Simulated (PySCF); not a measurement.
(1Z,3Z)-1,4-dichlorobuta-1,3-diene (C4H4Cl2), SMILES C(=C/C=C\Cl)/Cl. Atoms are numbered in the order given.

```xyz
10

Cl     0.2780    -2.8643     0.0000
C     -0.9313    -1.6146     0.0000
C     -0.6597    -0.2980     0.0000
C      0.6597     0.2980     0.0000
C      0.9313     1.6146     0.0000
Cl    -0.2780     2.8643     0.0000
H     -1.9500    -2.0048     0.0000
H     -1.5183     0.3792     0.0000
H      1.5183    -0.3792     0.0000
H      1.9500     2.0048     0.0000
```
Charge 0, spin multiplicity 1.

Geometry: B3LYP-D3(BJ)/def2-SVP. One conformer was computed; it need not be the lowest.

The numbers are results of PBE/def2-TZVP (PySCF), not measurements.

ESP charges are fitted to the potential on shells at 1.4 to 2.0 van der Waals radii. Atomic charges (e):

| atom | ESP fit | Löwdin | meta-Löwdin |
|---|---|---|---|
| Cl1 | -0.02 | 0.37 | -0.03 |
| C2 | -0.34 | -0.45 | [?] |
| C3 | 0.01 | -0.21 | [?] |
| C4 | 0.01 | -0.21 | [?] |
| C5 | -0.34 | -0.45 | [?] |
| Cl6 | -0.02 | 0.37 | -0.03 |
| H7 | 0.23 | 0.13 | [?] |
| H8 | 0.12 | 0.16 | 0.14 |
| H9 | 0.12 | 0.16 | 0.14 |
| H10 | 0.23 | 0.13 | [?] |

### Question
Complete the blanks. (The exact figures need the calculation; the answer reports its results.)

### Answer

- C2, meta-Löwdin: -0.12
- C3, meta-Löwdin: -0.13
- C4, meta-Löwdin: -0.13
- C5, meta-Löwdin: -0.12
- H7, meta-Löwdin: 0.14
- H10, meta-Löwdin: 0.14

Computed Mayer and Wiberg (Löwdin basis) orders of the bonds:
| bond | Mayer | Wiberg |
|---|---|---|
| Cl1–C2 | 1.14 | 1.73 |
| C2–C3 | 1.81 | 2.00 |
| C3–C4 | 1.15 | 1.34 |
| C4–C5 | 1.81 | 2.00 |
| C5–Cl6 | 1.14 | 1.73 |
| C2–H7 | 0.94 | 0.87 |
| C3–H8 | 0.91 | 0.80 |
| C4–H9 | 0.91 | 0.80 |
| C5–H10 | 0.94 | 0.87 |
